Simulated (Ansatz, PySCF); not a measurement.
Gas-phase reaction (SMILES): [NH2][AlH][NH2] + O (H2O) -> [NH2][Al]([NH2])[OH] + [H][H] (H2); water cleaves one Al-H bond, a model of a ligand-exchange step.

Structures are relaxed separately at B3LYP-D3(BJ)/def2-TZVP in Ansatz (a program for electronic structure), one conformer each, not searched for the lowest. Correlated levels leave the core frozen unless marked. Spin-orbit coupling is left out. Non-relativistic. CBS marks a two-point X^-3 extrapolation of the correlation energy; Hartree-Fock from the larger set. Thermal terms are rigid-rotor harmonic-oscillator values from B3LYP-D3(BJ) frequencies (Ansatz or PySCF) at 298.15 K and 1 atm. 1 Eh = 627.5095 kcal/mol.

```tsv
species	E, CCSD(T)/CBS(aug-cc-pV(T+d)Z,aug-cc-pV(Q+d)Z) (Ansatz) (Eh)	E, wB97M-V/def2-TZVPD (Ansatz) (Eh)	H - E (Eh)
[NH2][AlH][NH2]	-354.49447	-355.00533	0.06415
O (H2O)	-76.37513	-76.43347	0.02495
[NH2][Al]([NH2])[OH]	-429.73791	-430.31878	0.07221
[H][H] (H2)	-1.17444	-1.16077	0.01336
```

### Question
Work out ΔE and ΔH at 298.15 K at the first level, then ΔH at the second.

### Answer

1. ΔE = [(-429.73791) + (-1.17444)] - [(-354.49447) + (-76.37513)] = -0.04275 Eh = -26.8 kcal/mol at CCSD(T)/CBS(aug-cc-pV(T+d)Z,aug-cc-pV(Q+d)Z).
2. The terms H - E add up to -0.00353 Eh, so ΔH = (-0.04275 + (-0.00353))×627.5095 = -29.0 kcal/mol.
3. At wB97M-V/def2-TZVPD the same steps give ΔE = -25.6 and ΔH = -27.8 kcal/mol, a shift of +1.2 from the first level.
4. These values are not checked against measurement here, since the tables used lack a sound gas-phase enthalpy of formation for at least one species.
